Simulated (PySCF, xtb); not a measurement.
NO₂, SMILES O=N[O-], charge -1.

Harmonic wavenumbers (cm⁻¹) from xtb with GFN2-xTB at its own minimum, in rising order: 701, 1357, 1366.

**Question.** What does TPSSh-D3(BJ)/def2-TZVPD (PySCF) give at its own minimum? (An estimate is asked for; the answer gives what the named calculation found.)

**Answer.** 784, 1265, 1318. Paired by order, the mean absolute difference is 74 cm⁻¹ and the zero-point energies are 4.9 and 4.8 kcal/mol.
